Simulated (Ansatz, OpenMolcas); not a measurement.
# A ladder of methods for BBrF2 (SMILES FB(F)Br)

The species is BBrF2 (4 atoms), meant as a singlet with charge 0. SMILES: `FB(F)Br`. Geometry: relaxed at PBE0-D4/def2-TZVP.

```xyz
4

F    -0.2157   -1.3665   -0.1099
B    -0.1279   -0.0633   -0.0228
F    -1.2124    0.6596   -0.1442
Br    1.5560    0.7702    0.2769
```

Quantity: the energy change with the B2–Br4 bond stretched from 1.903 to 3.425 Å, in eV. The values are calculated.

| level | kind | program | value (eV) |
| --- | --- | --- | --- |
| HF/aug-cc-pVDZ (unrestricted) | Hartree–Fock | OpenMolcas | 3.30 |
| HF/aug-cc-pVDZ (restricted) | Hartree–Fock | Ansatz | 4.93 |
| SVWN5/aug-cc-pVDZ (restricted) | LDA | Ansatz | 4.17 |
| TPSS/aug-cc-pVDZ (restricted) | meta-GGA | OpenMolcas | 3.86 |
| M06-2X/aug-cc-pVDZ (restricted) | hybrid meta-GGA | OpenMolcas | 4.54 |
| wB97X/aug-cc-pVDZ (restricted) | range-separated hybrid | Ansatz | 4.62 |
| RPA@PBE0/aug-cc-pVDZ (restricted) | RPA | Ansatz | 4.11 |
| CCSD/aug-cc-pVDZ (restricted) | coupled cluster or CI | Ansatz | 4.25 |

A spin-restricted reference rises too steeply as a bond breaks; here HF/aug-cc-pVDZ, SVWN5/aug-cc-pVDZ, TPSS/aug-cc-pVDZ, M06-2X/aug-cc-pVDZ, wB97X/aug-cc-pVDZ, RPA@PBE0/aug-cc-pVDZ, CCSD/aug-cc-pVDZ lie well above the multireference or unrestricted value. All-electron rows without a relativistic Hamiltonian named are non-relativistic. The first shape isn't each level's own minimum. The values span 3.30 to 4.93 eV. Spin contamination of the reference (⟨S²⟩ at least 0.1 too high) touches HF/aug-cc-pVDZ. In the correlated wave-function rows the outer d shell of Br is correlated, in sets not made for it.
